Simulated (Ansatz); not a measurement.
Cartesian coordinates (Å):
```xyz
13

Si     2.9446     0.3817     0.3357
C      1.4529     0.1761    -0.4071
C      0.2753    -0.0076    -0.9504
C     -0.8280    -0.8509    -0.3825
Si    -2.0931     0.2249     0.5271
H      3.1792     1.4526     1.3154
H      4.1027    -0.4567    -0.0074
H      0.0300     0.5164    -1.8765
H     -1.3466    -1.3921    -1.1790
H     -0.4285    -1.5806     0.3238
H     -3.2279    -0.6090     0.9934
H     -1.4489     0.8723     1.6917
H     -2.6116     1.2730    -0.3842
```
Charge 0, spin multiplicity 1.

Calculation: frozen-core CCSD(T)/cc-pVTZ // B3LYP-D3(BJ)/def2-TZVP run with Ansatz (a first-principles code). The restricted HF reference is unstable towards unrestricted orbitals.

- HF energy: -696.08945 Ha
- MP2 correlation energy: -0.73658 Ha

**Question.** Estimate the CCSD correlation energy, the (T) correction, the total energy and the T1 diagnostic.

**Answer.** 
CCSD correlation energy: -0.79465 Ha
(T) correction: -0.03768 Ha
CCSD(T) total energy: -696.92177 Ha
T1 diagnostic: 0.013
